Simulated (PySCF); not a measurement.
## Multinuclear NMR of CH12OSi5

Structure with atom numbers: `[CH3:1][Si@H:2]1[SiH2:3][Si@@H:4]([O:5][SiH3:6])[SiH2:7]1`; H(Xn) means a hydrogen on atom n. Ha(Si3), Ha(Si7) are cis to C1 on the ring; Hb(Si3), Hb(Si7) are trans to C1 on the ring.

All values are calculated (PySCF): GFN2-xTB structure, shieldings: GIAO PBE0/pcSseg-1. A single conformation, one averaged value for each set of equivalent atoms, gas phase, no relativistic terms.

Problem. Predict the ²⁹Si NMR data.

Solution. 
| atoms | environment | σ (ppm) | δ (ppm) |
| --- | --- | --- | --- |
| Si4 | silicon bonded to O, 2 Si, H, in a 4-membered ring | 326.7 | 11.5 |
| Si6 | silicon bonded to O, 3 H | 393.6 | -43.6 |
| Si2 | silicon bonded to C, 2 Si, H, in a 4-membered ring | 405.4 | -53.2 |
| Si3/Si7 | silicon bonded to 2 Si, 2 H, in a 4-membered ring | 439.6 | -81.4 |

Shieldings were converted by a linear fit to measured shifts: ²⁹Si: δ = 279.94 − 0.822σ (rms 8.9 ppm, 72 shifts, 25.8 ppm with the 6 outliers that the fit left out vs TMS, solution or neat liquid). Occasional misses reach two or three times the rms, and more in compound classes unlike the fitted ones.

On a 600 MHz spectrometer ²⁹Si resonates near 119.2 MHz, so 1 ppm is 119.2 Hz.

Problem. What are the ¹⁷O shifts?

Solution. 
```tsv
atoms	environment	σ (ppm)	δ (ppm)
O5	oxygen bonded to 2 Si	339.3	-42.4
```

Shieldings were converted by a linear fit to measured shifts: ¹⁷O: δ = 266.70 − 0.911σ (rms 10.7 ppm, 155 shifts, 12.2 ppm with the 3 outliers that the fit left out vs liquid water, solution or neat liquid). Occasional misses reach two or three times the rms, and more in compound classes unlike the fitted ones.

On a 400 MHz spectrometer ¹⁷O resonates near 54.2 MHz, so 1 ppm is 54.2 Hz.
